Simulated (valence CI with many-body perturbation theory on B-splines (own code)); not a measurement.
# E1 transitions of Tl L

Method: valence CI with perturbative core correlation (CI+MBPT): four valence electrons over a frozen Dirac-Fock core [Ar] 3d10, radial functions for each j: 11 s, 11 p, 10 d, 8 f, 5 g, 2 h, with the one-electron correlation potential Σ1 (screened to all orders), the two-electron term Σ2, the three-electron term Σ3, Breit, model QED; selected single and double excitations, second order for the rest, scaled by the run's own slope (own B-spline code, finite nucleus).

No measured spectrum was set against this ion. As an estimate, large intervals hold to a few tenths of a per cent, small ones and those within an open d or f shell to about a per cent. Among the levels kept, up to 400 cm⁻¹ of a level comes from second order outside the variational space, and about a tenth of that is noise between levels of different J, which matters for small intervals.

Lines 101 to 150 of 549 in falling wavelength, among levels below 64.262 Ry, chosen from the strongest by gf and those to the six lowest levels. Wavelengths and rates use the calculated energies. Electric multipoles are in the length gauge, E1 and E2 with the static RPA response of the core. Weak lines are less certain than strong ones. Lines between different terms over intervals too small for the method are left out, as are lines whose strength nearly cancels. Where a level lies close to another of its J and parity, the split of strength between their lines is uncertain. The highest levels of a list are the least certain.

Levels are named by their leading jj configuration (3d3/2^4 stands for four electrons in 3d with j = 3/2), which in mixed levels can hold well under half, so a name can repeat and another be missing. Letters in brackets count levels of one name in rising energy.

| λ vac (nm) | Upper | Lower | A (s⁻¹) | S (a.u.) with core polarisation | S without |
| --- | --- | --- | --- | --- | --- |
| 5.972 | (4s 4p1/2 4p3/2 4f7/2) J=4 [b] | (4s 4p1/2 4p3/2 4d5/2) J=3 [a] | 3.54e+10 | 3.35e-02 | 3.50e-02 |
| 5.966 | (4s 4p1/2 4p3/2 4f7/2) J=3 [b] | (4s 4p1/2 4p3/2 4d5/2) J=2 [a] | 1.05e+11 | 7.68e-02 | 8.03e-02 |
| 5.950 | (4s^2 4p3/2 4f7/2) J=4 | (4s^2 4p3/2 4d5/2) J=4 | 5.44e+10 | 5.09e-02 | 5.33e-02 |
| 5.933 | (4s 4p1/2 4d3/2 4d5/2) J=4 [c] | (4s 4p1/2 4p3/2 4d5/2) J=4 [a] | 4.10e+10 | 3.80e-02 | 3.98e-02 |
| 5.926 | (4s 4p1/2 4p3/2 4f7/2) J=4 [d] | (4s 4p1/2 4p3/2 4d5/2) J=3 [c] | 6.00e+10 | 5.54e-02 | 5.80e-02 |
| 5.924 | (4s 4p1/2^2 4f7/2) J=4 | (4s 4p1/2^2 4d5/2) J=3 | 2.01e+11 | 1.85e-01 | 1.93e-01 |
| 5.895 | (4s 4p1/2 4p3/2 4f7/2) J=2 [b] | (4s 4p1/2 4p3/2 4d5/2) J=2 [b] | 1.98e+11 | 9.99e-02 | 1.05e-01 |
| 5.889 | (4s^2 4p3/2 4f7/2) J=3 | (4s^2 4p3/2 4d5/2) J=2 | 2.03e+11 | 1.43e-01 | 1.50e-01 |
| 5.880 | (4s 4p1/2 4p3/2 4f7/2) J=3 [e] | (4s 4p1/2 4p3/2 4d5/2) J=2 [c] | 2.92e+11 | 2.05e-01 | 2.15e-01 |
| 5.871 | (4p1/2^2 4p3/2 4d5/2) J=2 | (4p1/2^2 4p3/2^2) J=2 | 1.71e+11 | 8.55e-02 | 8.97e-02 |
| 5.866 | (4s 4p3/2^2 4d5/2) J=1 [a] | (4s 4p3/2^3) J=2 | 1.84e+11 | 5.50e-02 | 5.79e-02 |
| 5.860 | (4s 4p1/2 4d5/2^2) J=2 [b] | (4s 4p1/2 4p3/2 4d5/2) J=2 [c] | 2.02e+11 | 1.00e-01 | 1.05e-01 |
| 5.849 | (4s 4p1/2^2 4d5/2) J=2 | (4s 4p1/2^2 4p3/2) J=1 | 2.53e+11 | 1.25e-01 | 1.31e-01 |
| 5.839 | (4s^2 4d3/2 4d5/2) J=3 | (4s^2 4p3/2 4d3/2) J=3 | 7.32e+10 | 5.04e-02 | 5.29e-02 |
| 5.839 | (4s 4p1/2 4p3/2 4f7/2) J=4 [e] | (4s 4p1/2 4p3/2 4d5/2) J=3 [c] | 3.69e+11 | 3.26e-01 | 3.42e-01 |
| 5.830 | (4s 4p1/2 4p3/2 4f7/2) J=3 [c] | (4s 4p1/2 4p3/2 4d5/2) J=3 [a] | 5.17e+10 | 3.54e-02 | 3.72e-02 |
| 5.826 | (4s 4p1/2 4d3/2 4d5/2) J=3 [b] | (4s 4p1/2 4p3/2 4d3/2) J=2 [b] | 9.41e+10 | 6.43e-02 | 6.76e-02 |
| 5.824 | (4s 4p1/2 4d5/2^2) J=2 [b] | (4s 4p1/2 4p3/2 4d5/2) J=1 [c] | 2.15e+11 | 1.05e-01 | 1.10e-01 |
| 5.819 | (4s^2 4d5/2^2) J=2 | (4s^2 4p3/2 4d5/2) J=1 | 3.92e+11 | 1.91e-01 | 2.00e-01 |
| 5.814 | (4s 4p1/2 4p3/2 4f7/2) J=2 [c] | (4s 4p1/2 4p3/2 4d5/2) J=1 [b] | 2.73e+11 | 1.32e-01 | 1.39e-01 |
| 5.809 | (4s 4p1/2 4p3/2 4d5/2) J=3 [a] | (4s 4p1/2 4p3/2^2) J=3 | 1.04e+11 | 7.05e-02 | 7.41e-02 |
| 5.802 | (4s^2 4p3/2 4d5/2) J=2 | (4s^2 4p3/2^2) J=2 | 2.08e+11 | 1.00e-01 | 1.05e-01 |
| 5.798 | (4s 4p1/2 4d3/2 4d5/2) J=2 [b] | (4s 4p1/2 4p3/2 4d3/2) J=2 [b] | 1.05e+11 | 5.06e-02 | 5.32e-02 |
| 5.796 | (4s 4p1/2 4p3/2 4f7/2) J=2 [a] | (4s 4p1/2 4p3/2 4d5/2) J=2 [a] | 1.24e+11 | 5.95e-02 | 6.24e-02 |
| 5.791 | (4s^2 4d3/2 4d5/2) J=4 | (4s^2 4p3/2 4d3/2) J=3 | 8.72e+10 | 7.53e-02 | 7.93e-02 |
| 5.783 | (4s 4p1/2 4p3/2 4f5/2) J=4 [c] | (4s 4p1/2 4p3/2 4d5/2) J=3 [a] | 6.56e+10 | 5.64e-02 | 5.90e-02 |
| 5.782 | (4s 4p1/2 4d3/2 4d5/2) J=5 | (4s 4p1/2 4p3/2 4d3/2) J=4 | 9.90e+10 | 1.04e-01 | 1.09e-01 |
| 5.779 | (4s 4p1/2 4d5/2^2) J=5 [b] | (4s 4p1/2 4p3/2 4d5/2) J=4 [c] | 4.48e+11 | 4.69e-01 | 4.92e-01 |
| 5.779 | (4s 4p1/2 4p3/2 4f7/2) J=5 [c] | (4s 4p1/2 4p3/2 4d5/2) J=4 [b] | 2.68e+11 | 2.81e-01 | 2.94e-01 |
| 5.775 | (4s^2 4d3/2 4d5/2) J=3 | (4s^2 4p3/2 4d3/2) J=2 | 1.12e+11 | 7.47e-02 | 7.87e-02 |
| 5.772 | (4s 4p1/2 4d3/2 4d5/2) J=3 [a] | (4s 4p1/2 4p3/2 4d3/2) J=3 [a] | 8.14e+10 | 5.41e-02 | 5.68e-02 |
| 5.766 | (4s 4p1/2 4p3/2 4f7/2) J=6 | (4s 4p1/2 4p3/2 4d5/2) J=5 | 2.63e+11 | 3.23e-01 | 3.38e-01 |
| 5.764 | (4s 4p1/2 4d5/2^2) J=0 | (4s 4p1/2 4p3/2 4d5/2) J=1 [b] | 4.08e+11 | 3.86e-02 | 4.05e-02 |
| 5.763 | (4s 4p1/2 4p3/2 4f5/2) J=2 [b] | (4s 4p1/2 4p3/2 4d3/2) J=1 [d] | 7.34e+10 | 3.47e-02 | 3.64e-02 |
| 5.762 | (4s 4p1/2 4d5/2^2) J=2 [a] | (4s 4p1/2 4p3/2 4d5/2) J=1 [a] | 2.31e+11 | 1.09e-01 | 1.14e-01 |
| 5.761 | (4s 4p1/2 4p3/2 4f7/2) J=4 [a] | (4s 4p1/2 4p3/2 4d5/2) J=4 [a] | 9.02e+10 | 7.66e-02 | 8.04e-02 |
| 5.749 | (4s^2 4p3/2 4f7/2) J=5 | (4s^2 4p3/2 4d5/2) J=4 | 3.13e+11 | 3.23e-01 | 3.38e-01 |
| 5.743 | (4s^2 4p1/2 4d5/2) J=2 | (4s^2 4p1/2 4p3/2) J=2 | 5.14e+10 | 2.40e-02 | 2.53e-02 |
| 5.740 | (4s 4p1/2 4d5/2^2) J=5 [a] | (4s 4p1/2 4p3/2 4d5/2) J=5 | 1.67e+11 | 1.72e-01 | 1.80e-01 |
| 5.736 | (4s 4p1/2 4d3/2 4d5/2) J=3 [c] | (4s 4p1/2 4p3/2 4d3/2) J=2 [c] | 1.27e+11 | 8.25e-02 | 8.68e-02 |
| 5.735 | (4s 4p1/2 4p3/2 4d5/2) J=2 [a] | (4s 4p1/2 4p3/2^2) J=2 [a] | 2.23e+11 | 1.04e-01 | 1.09e-01 |
| 5.735 | (4s 4p1/2 4d3/2 4d5/2) J=4 [a] | (4s 4p1/2 4p3/2 4d3/2) J=3 [a] | 1.29e+11 | 1.08e-01 | 1.13e-01 |
| 5.734 | (4s^2 4d5/2^2) J=4 [a] | (4s^2 4p3/2 4d5/2) J=4 | 9.34e+10 | 7.82e-02 | 8.23e-02 |
| 5.733 | (4s^2 4d5/2^2) J=2 | (4s^2 4p3/2 4d5/2) J=3 | 1.04e+11 | 4.82e-02 | 5.07e-02 |
| 5.731 | (4s 4p1/2 4d5/2^2) J=3 [b] | (4s 4p1/2 4p3/2 4d5/2) J=2 [b] | 1.22e+11 | 7.96e-02 | 8.34e-02 |
| 5.725 | (4s 4p1/2 4p3/2 4f7/2) J=5 [a] | (4s 4p1/2 4p3/2 4d5/2) J=4 [a] | 2.87e+11 | 2.93e-01 | 3.06e-01 |
| 5.720 | (4s^2 4d5/2^2) J=4 [b] | (4s^2 4p3/2 4d5/2) J=3 | 6.58e+11 | 5.47e-01 | 5.74e-01 |
| 5.717 | (4s^2 4d5/2^2) J=0 | (4s^2 4p3/2 4d5/2) J=1 | 6.06e+11 | 5.59e-02 | 5.87e-02 |
| 5.710 | (4s^2 4p1/2 4d5/2) J=3 | (4s^2 4p1/2 4p3/2) J=2 | 3.13e+11 | 2.01e-01 | 2.11e-01 |
| 5.710 | (4s 4p1/2 4d3/2 4d5/2) J=4 [b] | (4s 4p1/2 4p3/2 4d3/2) J=4 | 4.29e+10 | 3.54e-02 | 3.73e-02 |
